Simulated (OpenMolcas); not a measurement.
**Mo4+: effect of the basis set**

| Property | Result |
| --- | --- |
| Program | OpenMolcas 26.06 |
| Method | SS-CASPT2, IPEA 0.25 Eh, imaginary shift 0.1 Eh (closed shells correlated: 4s 4p) |
| Active space | 2 electrons in 10 orbitals (4d 5d) |
| State averaging | 2S+1 = 3 even, 10 roots; 2S+1 = 1 even, 15 roots |
| Spin-orbit coupling | RASSI with atomic mean-field integrals over the reference wave functions, term energies averaged over their components |

A. ANO-R2 [7s5p4d2f1g], X2C, finite nucleus; CASPT2 step of the order of 40 core-seconds
B. ANO-RCC-VTZP [7s6p4d2f1g], DKH2, point nucleus; CASPT2 step roughly 50 core-seconds
C. ANO-RCC-VQZP [8s7p5d3f2g1h], DKH2, point nucleus; CASPT2 step about 90 core-seconds

Energies in cm-1 above 4d2 3F2, the measured ground level; measured values from Sugar and Musgrove, J. Phys. Chem. Ref. Data 17, 155 (1988).

```
  Level      A      B      C  Measured
4d2 3F2    0.0    0.0    0.0       0.0
4d2 3F3   1575   1531   1509      1578
4d2 3F4   3350   3270   3220      3357
4d2 1D2   9960  10170   9850     10190
4d2 3P0  11600  11820  11730     11161
4d2 3P1  12230  12430  12340     11807
4d2 3P2  13670  13840  13680     13408
4d2 1G4  16790  17090  16550     16354
4d2 1S0  38000  38420  38070     37738
```

Deviations, from unrounded energies. A percentage is the sum of absolute deviations over the sum of measured energies, with the sign that they share, or ± where signs differ.

```json
{"Against measurement": "mean absolute deviation (cm-1)", "Levels": "8", "A": "260", "B": "410", "C": "310"}
{"Against measurement": "fine structure of the ground term (%)", "Levels": "2", "A": "-0.2", "B": "-2.7", "C": "-4.2"}
{"Against measurement": "other terms of the ground configuration (%)", "Levels": "6", "A": "±2.0", "B": "±3.1", "C": "±2.2"}
```

A lies closest to measurement on these levels and B furthest from it. The largest miss of A in the table is 4d2 1G4, by +440 cm-1. The ranking rests on the paired levels alone, and a cruder setting can come out closer through cancelling errors.

The two smallest mean deviations differ by little beside CASPT2's spread within terms, so their order carries little weight.

Among A to C the level of the table that moves most is 4d2 1G4, by 550 cm-1 (lowest in C, highest in B). Moves below CASPT2's spread within the term are not significant.

Term energies are means over components that CASPT2 splits; among the terms shown or strongly mixed into the levels shown the widest spread is 810 cm-1 (4d2 1G, B). Active for correlation alone: 5d; no level in the range computed is led by a configuration that fills it, so any true level of that kind is missing. Computed and measured levels are paired by configuration, term and J; levels that our copy of the source lacks, or whose pairing is in doubt (as where it misses far off the trend of its configuration), stay unpaired and out of the deviations. Only configurations of the active space appear.
